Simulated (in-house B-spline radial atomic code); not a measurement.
Results of a calculation; reference values are marked as such.
## Quantum size effects in thin Al films (stabilised jellium)

The positive ions are smeared into a uniform slab; the electrons are solved self-consistently in the LDA (PW92) on a fine grid across the film. Stabilised jellium adds, inside the slab, the constant potential −n de/dn that makes the bulk stable at the metal's density. No lattice, so no dependence on crystal face. Atomic units unless named. The table is for the stabilised model.

Al: 3 valence electrons per atom, density 2.7 g/cm³, mass 26.98 u, so r_s = 2.07 bohr.

```
thickness (nm)  in Fermi wavelengths  filled subbands  work function (eV)  surface energy (J/m²)
         0.179                 0.500                2               3.415                  0.832
         0.224                 0.626                2               4.442                  1.019
         0.269                 0.750                2               4.639                  0.988
         0.314                 0.875                2               4.324                  0.860
         0.359                 1.000                2               3.665                  0.881
         0.403                 1.124                3               4.362                  0.986
         0.448                 1.250                3               4.499                  0.954
         0.493                 1.375                3               4.299                  0.879
         0.538                 1.501                3               3.886                  0.898
         0.583                 1.625                4               4.323                  0.966
         0.628                 1.750                4               4.426                  0.940
         0.673                 1.875                4               4.289                  0.891
         0.717                 1.999                4               4.005                  0.905
```

**Question.** At what steps in thickness do new subbands fill, and why?

**Answer.** λ_F = 2π/k_F = 6.777 bohr = 0.359 nm. New subbands appear by 1.125, 1.625 λ_F, each within the grid step of 1/8 λ_F; the true step is half a wavelength (0.179 nm), since a level crosses E_F each time one more half wave at k_F fits across the film.

**Question.** How large is the oscillation of the work function here?

**Answer.** It runs from 3.415 to 4.639 eV over the table, 1.22 eV within the first four rows and 0.42 eV within the last four, about a thick-film value of 4.26 eV. The grid can skip the cusp where a subband opens, so the true swing can be larger; measurement on the bulk metal gives 4.06 to 4.26 eV.

**Question.** The film of 11.01 bohr has subband bottoms at -15.228, -12.916, -9.355, -5.126 eV, measured from the vacuum level. Show that these levels and neutrality give the work function in the table.

**Answer.** Each subband holds (E_F − ε_j)/π electrons per bohr², spin included. Neutrality needs n L = 0.026915 × 11.01 = 0.29634, and π n L × 27.2114 = 25.333 eV. So E_F = (π n L + Σ ε_j)/4 = (25.333 + (-42.625))/4 = -4.323 eV, and the work function is 4.323 eV.
